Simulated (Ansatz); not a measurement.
```
atom    x (Å)   y (Å)    z (Å)
   N  -0.0066  0.0072  -0.1328
   H   0.0061  0.0078   0.9145
```

Basis set: def2-TZVP (spherical functions). Frozen core: 1 orbital. Charge 0, multiplicity 3.

Computed with Ansatz (development build ahead of 0.2.0); each method stands on the lowest determinant of its kind that the runs found.

The atomization energy at this shape (free ground-state atoms in the same class of orbitals less the molecule, no zero-point energy) of triplet NH:

```csv
method,atomization energy
UHF-MP2,3.22 eV
```

(1) What does UHF give?

Results:

(1) 2.18 eV.
